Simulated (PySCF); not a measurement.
# AsH₄⁺ + Cl₂ → AsH₂⁺ + 2 HCl

Level: PBE0 in the def2-TZVP basis family, all electrons, no relativity, computed in PySCF with density fitting; open shells unrestricted.

| species | state and structure | E (Eh) | ZPE (kJ/mol) | H(298 K) − H(0) (kJ/mol) | S° (J/(mol K)) |
| --- | --- | --- | --- | --- | --- |
| AsH₄⁺ | singlet, Td, As–H 1.490 Å (×4) | -2237.68136 | 84.9 | 10.6 | 216.2 |
| Cl₂ | singlet, D∞h, Cl–Cl 1.982 Å | -920.08940 | 3.5 | 9.1 | 222.5 |
| AsH₂⁺ | singlet, C2v, As–H 1.530 Å (×2); H–As–H 91.0° | -2236.41149 | 32.7 | 10.0 | 219.6 |
| HCl | singlet, C∞v, H–Cl 1.279 Å | -460.66440 | 17.9 | 8.7 | 186.6 |

What is the electronic reaction energy?

At PBE0/def2-TZVP, ΔE = 80.0 kJ/mol from the differences of the total energies times 2625.5, uphill. 

Add zero-point, thermal and entropy terms for 298.15 K and 1 bar.

ΔZPE = -19.9 and Δ[H(298) − H(0)] = 7.7 kJ/mol give ΔH° = 67.8 kJ/mol. ΔS° = 154.1 J/(mol K), so ΔG° = 67.8 − 298.15 × (0.1541) = 22 kJ/mol and log₁₀K = -3.8. ΔG° would change sign near 440 K if ΔH° and ΔS° stayed fixed.

Each species is the lowest minimum found with this bonding; other isomers or fragments can lie lower.
